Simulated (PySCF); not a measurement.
This script is equivalent to a calculation on Be (beryllium, neutral).

```python
from pyscf import gto, scf, dft, mp, cc
import basis_set_exchange as bse
mol = gto.M(atom="Be 0 0 0", charge=0, spin=0, symmetry="D2h",
            basis=gto.basis.parse(bse.get_basis("x2c-QZVPPall", elements=["Be"], fmt="nwchem")),
            nucmod="G")
mf = scf.UHF(mol).sfx2c1e()
mf.irrep_nelec = {'Ag': (2, 2)}
mf.kernel()
```

What total energy does it give?

-14.57552 hartree (calculated).

Which occupied shell lies highest, and where?

2s, at -8.417 eV.
